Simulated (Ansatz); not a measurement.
System: C2H6FGa, charge 0, multiplicity 1. 
Structure (B3LYP-D3(BJ)/def2-TZVP (Ansatz, a quantum-chemistry and plane-wave program) minimum search):
SMILES: [CH3][Ga]([CH3])[F]
```xyz
10

C      1.7450    -0.2389    -0.9039
Ga    -0.0032    -0.0071    -0.0351
C     -1.8841    -0.0656    -0.6041
F      0.1576     0.3450     1.7091
H      1.6527    -0.4538    -1.9677
H      2.2830    -1.0555    -0.4198
H      2.3362     0.6689    -0.7728
H     -2.3572     0.8930    -0.3851
H     -1.9879    -0.2799    -1.6670
H     -2.4104    -0.8314    -0.0321
```
Charge 0, spin multiplicity 1.

Wanted: vertical ionisation energy (to the doublet state of charge +1; each state is the SCF solution reached for its spin), in eV. Cores are frozen in the correlated levels unless marked. Open shells are spin-unrestricted. Spin-orbit coupling is left out. The frozen core is the preceding noble-gas configuration, with the filled d and f shells of earlier blocks. No relativistic terms. CBS marks a two-point X^-3 extrapolation of the correlation energy; Hartree-Fock from the larger set. [CCSD(T)-MP2]/basis is that difference in the basis named.

```csv
level,program,vertical ionisation energy (eV),minus last row
HF/aug-cc-pVTZ,Ansatz,9.51,-0.98
HF/aug-cc-pVQZ,Ansatz,9.51,-0.98
PBE0/def2-TZVPD,Ansatz,10.09,-0.40
BHLYP/def2-TZVPD,Ansatz,10.20,-0.29
B2PLYP/def2-TZVPD,Ansatz,10.19,-0.30
MP2/aug-cc-pVDZ,Ansatz,10.48,-0.01
CCSD/aug-cc-pVTZ,Ansatz,10.40,-0.09
CCSD(T)/aug-cc-pVDZ,Ansatz,10.30,-0.19
CCSD(T)/aug-cc-pVTZ,Ansatz,10.40,-0.09
"RI-MP2/CBS(aug-cc-pVTZ,aug-cc-pVQZ)+[CCSD(T)-MP2]/aug-cc-pVTZ",Ansatz,10.49,0.00
```
